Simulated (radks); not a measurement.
Coherent X-ray form factor from a spherical all-electron density. Method: scalar-relativistic Kohn-Sham, PBEsol, spin-polarised, spherical densities, finite nucleus; Fermi nuclear charge, rms radius of each element as measured or else 0.836 A^(1/3) + 0.57 fm; computed with a radial shooting solver on a logarithmic mesh with Libxc functionals.

sin(theta)/lambda (1/angstrom),f0 (electrons)
0.05,10.960
0.1,10.843
0.15,10.656
0.2,10.408
0.25,10.113
0.3,9.782
0.4,9.064
0.5,8.328
0.6,7.612
0.8,6.282
1,5.094
1.25,3.852
1.5,2.923
2,1.874

The species is in the configuration that NIST lists as its ground one. Which atom or ion scatters so?

Answer. The calcium ion Ca9+, [Ne] 3s1. Extrapolating in s^2 from the first two rows gives f0(0) = 11.0, near the electron count 11; among species with that count, the fall with angle is slower the higher Z, and the table is that of Z = 20; from so few rows the species is fixed only to a neighbour or two.
